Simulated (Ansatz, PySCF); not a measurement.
This singlet lies 1.86 eV below the relaxed triplet at the level frozen-core CCSD(T)/cc-pVTZ // B3LYP-D3(BJ)/def2-TZVP (Ansatz, an electronic-structure program).

**CH4OSi, SMILES `C[Si]O` (lower singlet; C–Si–O–H torsion 0°) (charge 0, multiplicity 1)**

Computed with PBE-D3(BJ)/def2-TZVP // B3LYP-D3(BJ)/def2-TZVP (PySCF 2.14.0).

The HOMO comes out as -5.27 eV and the dipole moment is 0.475 e·Å. The HOMO–LUMO gap is 2.79 eV. The LUMO is -2.48 eV and the total energy comes out as -405.0104 Ha. The cost comes out as about 24 core-seconds (a rough figure).

```xyz
7

C     -0.8416     0.0846     0.1671
Si     0.5115    -1.1266     0.7725
O      1.8708    -0.3993     0.1518
H     -1.8427    -0.2134     0.4860
H     -0.8388     0.1422    -0.9284
H     -0.6514     1.0956     0.5478
H      1.7922     0.4170    -0.3567
```
Charge 0, spin multiplicity 1.
